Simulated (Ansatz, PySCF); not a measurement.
This PySCF input computes a CCSD(T)/cc-pVDZ energy:

```python
from pyscf import gto, scf, mp, cc as ccmod

mol = gto.M(
    atom='''
    C     1.52204295    0.76409418    0.86245267
    C     0.51721036    0.35322107    0.22065803
    C    -0.50093923   -0.30584376   -0.24178175
    O    -1.42985533   -0.80778308   -0.74058882
    H     2.20895817    1.59343571    0.87673686
    ''',
    basis='cc-pvdz',
    charge=0,
    spin=1,
    verbose=4,
)

mf = scf.UHF(mol)
mf.conv_tol = 1e-10
mf.max_cycle = 100
mf.kernel()
mo, _, stable, _ = mf.stability(return_status=True)
if not stable:
    mf.kernel(mf.make_rdm1(mo, mf.mo_occ))
mp2 = mp.MP2(mf, frozen=4).run()
cc = ccmod.CCSD(mf, frozen=4)
cc.max_cycle = 100
cc.kernel()
et = cc.ccsd_t()
print(f'E(CCSD(T)) = {cc.e_tot + et:.9f}')
```

### Question
Write an input for the same energy in Ansatz (an electronic-structure program) and say what it gives.

### Answer

Ansatz 0.2 input:
```yaml
crystal:
  periodic: [false, false, false]
  atoms:
    - {symbol: C, position_ang: [1.52204295, 0.76409418, 0.86245267]}
    - {symbol: C, position_ang: [0.51721036, 0.35322107, 0.22065803]}
    - {symbol: C, position_ang: [-0.50093923, -0.30584376, -0.24178175]}
    - {symbol: O, position_ang: [-1.42985533, -0.80778308, -0.74058882]}
    - {symbol: H, position_ang: [2.20895817, 1.59343571, 0.87673686]}
basis:
  gaussian:
    orbitals: cc-pVDZ
magnetization: {spin_polarized: true, initial_magnetization: 1}
correlation: {method: ccsd_t, electrons: outside_noble_gas}
```
It gives -189.50600 Eh, and PySCF -189.50600 Eh, a difference of 0.00 mEh.

It need not be the lowest isomer of its formula.
